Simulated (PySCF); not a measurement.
A run for PySCF: R-MP2/6-31G* on CH4O (SMILES CO) with ghost functions, monomers drawn apart or pushed together.

```python
from pyscf import gto, scf, dft, mp
from pyscf.data.elements import chemcore

mol = gto.M(
    atom='''
    C     0.48432757    0.24327887   -0.27983338
    O    -0.51380241   -0.51807701    0.38321416
    H     0.75164376    1.14700212    0.27856529
    H     0.06813634    0.54281199   -1.24073835
    H     1.39336548   -0.34016136   -0.46387932
    H    -0.17449668   -0.79623419    1.23979806
    ghost-C   -0.29342068   -1.19656848    5.99344971
    ghost-C   -0.01461893    0.16864773    6.61692069
    ghost-C    0.34584431    1.23046128    5.58111368
    ghost-H   -0.52531687   -1.94758244    6.75048340
    ghost-H   -1.14492126   -1.14957914    5.30943642
    ghost-H    0.57606470   -1.55812443    5.43517683
    ghost-H    0.79768463    0.07742168    7.34370936
    ghost-H   -0.89360081    0.49379640    7.18063019
    ghost-H    0.52728014    2.20015903    6.04780767
    ghost-H    1.25285223    0.95328967    5.03647033
    ghost-H   -0.45581751    1.35545248    4.84960760
    ''',
    basis='6-31g*',
    cart=True,
    charge=0, spin=0, verbose=3, max_memory=1800)
mf = scf.RHF(mol)
mf.conv_tol = 1e-8
mf.max_cycle = 100
mf.kernel()
if not mf.converged:
    mf = mf.newton().run(mf.mo_coeff, mf.mo_occ)
pt = mp.MP2(mf, frozen=chemcore(mol)).run()
```

### Question
What total energy does the run end on?

### Answer
-115.3460 hartree.
